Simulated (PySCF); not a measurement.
Geometry:
```csv
atom,x (Å),y (Å),z (Å)
C1,2.312,-0.147,0.020
C2,1.518,0.749,0.615
Ge3,-0.415,0.618,0.656
C4,-1.030,-0.901,-0.406
C5,-1.137,2.298,-0.081
Cl6,-0.530,3.686,0.876
H7,1.914,-1.038,-0.480
H8,3.402,-0.036,0.003
H9,1.971,1.624,1.096
H10,-0.924,0.518,2.109
H11,-2.128,-0.960,-0.397
H12,-0.634,-1.840,0.008
H13,-0.691,-0.809,-1.448
H14,-0.819,2.446,-1.122
H15,-2.235,2.322,-0.045
```

Geometry: PBE0-D3(BJ)/def2-SVP; GIAO shifts from PySCF 2.14.0 with density-fitted response routines, gas phase, non-relativistic, averaged over equivalent atoms.

At PBE0/pcSseg-1 (178 basis functions, 20 s wall time on 1 thread of an Arm Neoverse V2, shared host):
```
      atoms  δ (ppm)
         C2    143.5
         C1    140.9
         C5     35.0
         C4     -8.0
        Ge3    -72.7
        Cl6     19.9
         H9     6.88
         H8     6.40
         H7     5.95
        H10     4.44
        H15     2.94
        H14     2.77
H11/H12/H13     0.27
```

δ = σ(ref) − σ, references computed at the same level: ¹³C (184.41 ppm) and ¹H (31.27 ppm) against TMS; ⁷³Ge (1330.28 ppm) vs GeMe4; HCl for ³⁵Cl (943.27 ppm).

Predict the values at KT2/pcSseg-1 on the same geometry.

Answers


| atoms | δ at KT2/pcSseg-1 | change |
| --- | --- | --- |
| C2 | 133.3 | -10.2 |
| C1 | 130.0 | -10.9 |
| C5 | 36.5 | +1.5 |
| C4 | -7.8 | +0.2 |
| Ge3 | -80.8 | -8.1 |
| Cl6 | 38.6 | +18.7 |
| H9 | 6.70 | -0.18 |
| H8 | 6.20 | -0.20 |
| H7 | 5.72 | -0.23 |
| H10 | 4.53 | +0.09 |
| H15 | 3.11 | +0.17 |
| H14 | 2.92 | +0.15 |
| H11/H12/H13 | 0.27 | +0.00 |

δ = σ(ref) − σ, references computed at the same level: ¹³C (183.22 ppm) and ¹H (31.18 ppm) against TMS; GeMe4 for ⁷³Ge (1323.40 ppm); ³⁵Cl (942.74 ppm) vs HCl.

The largest change is at Cl6 (chlorine bonded to C). Cost: 178 basis functions, 26 s wall time on 1 thread of an Arm Neoverse V2, shared host. The order of the carbon signals is the same at both levels.

Relativistic effects, spin–orbit coupling among them, are left out; they matter for Ge and for the light atoms bonded to it. Carbons that carry Cl, above all several Cl atoms, come out too deshielded, partly because spin–orbit coupling is missing.
